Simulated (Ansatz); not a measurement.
Ansatz (a quantum-chemistry and plane-wave program) input (wB97X/def2-TZVPD):

Ansatz 0.2 input:
```yaml
crystal:
  periodic: [false, false, false]
  atoms:
    - {symbol: Zn, position_ang: [0.00000000, 0.00000000, 0.00000000]}
    - {symbol: Br, position_ang: [0.00000000, 0.00000000, 2.24105628]}
    - {symbol: Br, position_ang: [-0.00000000, -0.00000000, -2.24105628]}
basis:
  gaussian:
    orbitals: def2-TZVPD
hamiltonian:
  xc: {name: wB97X}
total_charge: -1
magnetization: {spin_polarized: true, initial_magnetization: 1}
```

End of the output:

```
integrals: 0.17 GiB planned
1143 factors; integrals over basis functions are off by at most 1.0e-3 eV
integrals: 0.26 GiB planned
223 factors; integrals over basis functions are off by at most 9.2e-5 eV
mean field: 2.19 GiB planned
mean field evaluation 1: about -188517.2775 eV, gradient 2.4e1 eV
mean field evaluation 2: about -188516.7678 eV, gradient 3.7e1 eV
mean field evaluation 4: about -188518.5836 eV, gradient 5.8e-1 eV
mean field evaluation 8: about -188518.6542 eV, gradient 8.0e-2 eV
mean field evaluation 16: about -188518.6544 eV, gradient 2.9e-4 eV
mean field -188518.65435440 eV, -6927.9327649908 hartree, gradient 2.7e-5 eV, S^2 0.753269; 2 other end points of the search recorded, 0 dependent functions left out
reference -188518.65432905 eV, -6927.9327640591 hartree; 51, 50 occupied and 114, 115 virtual orbitals, 1143 factors
Total energy: -188518.65432905 eV, -6927.9327640591 hartree
```

This state (charge -1, doublet) is run at the relaxed geometry of the species with charge 0 and multiplicity 1.
